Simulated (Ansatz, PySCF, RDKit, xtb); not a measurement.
Complex: CH4O (SMILES CO) (first 6 atoms) with H2 (SMILES [H][H]); geometry from B3LYP-D3(BJ)/def2-TZVP, rigid monomers moved along the line of their centres of mass till O2···H7 is 2.29 Å.
(charge 0, multiplicity 1):
```xyz
8

C      0.686     0.349    -0.355
O     -0.661     0.203     0.077
H      1.373    -0.281     0.219
H      0.956     1.391    -0.190
H      0.802     0.125    -1.420
H     -0.936    -0.707    -0.072
H     -0.209    -0.160     2.296
H      0.061    -0.399     2.949
```

Counterpoise-corrected where a basis set is named; no monomer relaxation. Rows marked so take none. RDKit's UFF carries no charges.

Rows in 6-31G* carry no dispersion term and start afresh at each structure (6-31G* with six Cartesian d functions). MP2/6-31G* freezes PySCF's default core.

Programs: Ansatz (a quantum-chemistry and plane-wave program) with Gaussian orbitals; PySCF for 6-31G* rows; RDKit for the force fields; xtb for the GFN methods. 

One of these levels gives -3.7 kJ/mol for the interaction energy. Which?
A) GFN-FF
B) HF/aug-cc-pVDZ
C) UFF
D) MP2/6-31G* (no counterpoise)

D, MP2/6-31G* (no counterpoise). The others give 7.1 (UFF), -0.3 (GFN-FF), 4.0 (HF/aug-cc-pVDZ)
